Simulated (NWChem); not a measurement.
Molecule: SiH₄TeSeO; SMILES [SeH][Te]O[SiH3]

```xyz
8

Te     0.9303     0.1540    -0.0520
Se    -0.6423    -1.7870    -0.0106
H     -0.3730    -2.2092     1.3786
O     -0.2068     1.6208     0.6999
Si    -1.3792     2.4254    -0.1860
H     -0.7876     3.0823    -1.3937
H     -1.9559     3.4612     0.7181
H     -2.4587     1.4931    -0.6351
```
Atoms are numbered in this order, from 1.

Computed with NWChem. Coordinates come from a PBE0/def2-SVP optimisation. Not confirmed as a minimum by frequencies. def2 effective core potentials on Te; no spin-orbit coupling.

Q: Predict the results for Hartree-Fock/def2-SVP (core potentials). Quantities: highest occupied level (eV); orbital gap (eV); dipole (D).

A: 
```json
{
 "highest occupied level (eV)": "-9.01",
 "orbital gap (eV)": "10.54",
 "dipole (D)": "1.52"
}
```
